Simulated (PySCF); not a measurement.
## Finite-field polarisability of Se (selenium, neutral)

[Ar] 3d10 4s2 4p4, high-spin 3P determinant. Computed with PySCF 2.14 in aug-cc-pVQZ-PP with ECP10MDF (7s6p5d3f2g, 89 functions), with scalar relativity through the core potential. Frozen: 3s2 3p6 3d10. Energy changes in a uniform field (μhartree):

```csv
axis,F (au),HF,MP2,CCSD,CCSD(T)
x,0.0029,-99.046,-101.001,-100.654,-101.240
x,0.0058,-396.373,-404.217,-402.830,-405.184
y,0.0026,-96.341,-98.935,-98.307,-99.166
y,0.0052,-385.723,-396.144,-393.615,-397.067
```

By symmetry the remaining axis equals x.

**Question.** Derive α along x at CCSD(T) from the two fields.

**Answer.** With ΔE = −αF²/2 − γF⁴/24, α = −(16 ΔE(F) − ΔE(2F))/(6F²) = 24.07 bohr³.

**Question.** And the mean polarisability at each level?

**Answer.** The components xx, yy, zz at CCSD(T) are 24.07, 29.33, 24.07, the third axis being equal by symmetry to one of the two computed. Means: HF 25.20, MP2 25.76, CCSD 25.65, CCSD(T) 25.82 bohr³. Reference: 28.9 ± 1 bohr³ (recommended; Schwerdtfeger and Nagle, table of static dipole polarizabilities (2023 update)).

CCSD(T) lies more than 5 % below the reference, which points to too few diffuse and polarisation functions.
